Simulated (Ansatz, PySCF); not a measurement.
Input for Ansatz (an electronic-structure program):
Ansatz 0.2 input:
```yaml
crystal:
  periodic: [false, false, false]
  atoms:
    - {symbol: C, position_ang: [1.33725168, 0.06656417, -0.44632930]}
    - {symbol: C, position_ang: [0.74388758, -1.18028188, 0.20726565]}
    - {symbol: O, position_ang: [-0.36206640, -0.80065599, 1.09365955]}
    - {symbol: C, position_ang: [-1.36293544, -0.01520123, 0.36272443]}
    - {symbol: C, position_ang: [-0.69648336, 1.19122689, -0.29626356]}
    - {symbol: O, position_ang: [0.34124733, 0.76976439, -1.14428956]}
    - {symbol: H, position_ang: [2.09036655, -0.21854948, -1.18243169]}
    - {symbol: H, position_ang: [1.80952077, 0.70914008, 0.31370797]}
    - {symbol: H, position_ang: [1.47288917, -1.72433803, 0.80850751]}
    - {symbol: H, position_ang: [0.31250458, -1.84571437, -0.54378494]}
    - {symbol: H, position_ang: [0.00257401, -0.23714095, 1.81212863]}
    - {symbol: H, position_ang: [-1.78215035, -0.68736273, -0.38922402]}
    - {symbol: H, position_ang: [-2.13707398, 0.27198446, 1.07488037]}
    - {symbol: H, position_ang: [-0.31701144, 1.88511998, 0.47062106]}
    - {symbol: H, position_ang: [-1.41538955, 1.72014615, -0.92374809]}
basis:
  gaussian:
    orbitals: STO-3G
hamiltonian:
  xc: blyp
total_charge: 1
accuracy: high
```

Q: Convert this to an input for PySCF.

A: Several could match; the one computed here: 
```python
from pyscf import gto, scf, dft

mol = gto.Mole()
mol.atom = '''
    C     1.33725168    0.06656417   -0.44632930
    C     0.74388758   -1.18028188    0.20726565
    O    -0.36206640   -0.80065599    1.09365955
    C    -1.36293544   -0.01520123    0.36272443
    C    -0.69648336    1.19122689   -0.29626356
    O     0.34124733    0.76976439   -1.14428956
    H     2.09036655   -0.21854948   -1.18243169
    H     1.80952077    0.70914008    0.31370797
    H     1.47288917   -1.72433803    0.80850751
    H     0.31250458   -1.84571437   -0.54378494
    H     0.00257401   -0.23714095    1.81212863
    H    -1.78215035   -0.68736273   -0.38922402
    H    -2.13707398    0.27198446    1.07488037
    H    -0.31701144    1.88511998    0.47062106
    H    -1.41538955    1.72014615   -0.92374809
'''
mol.basis = 'sto-3g'
mol.charge = 1
mol.verbose = 4
mol.build()

mf = dft.RKS(mol)
mf.xc = 'blyp'
mf.grids.atom_grid = (99, 590)
mf.grids.prune = None
mf.kernel()
```

Both were run: Ansatz gave -303.908758 Eh and PySCF -303.908759 Eh, 0.002 mEh apart.
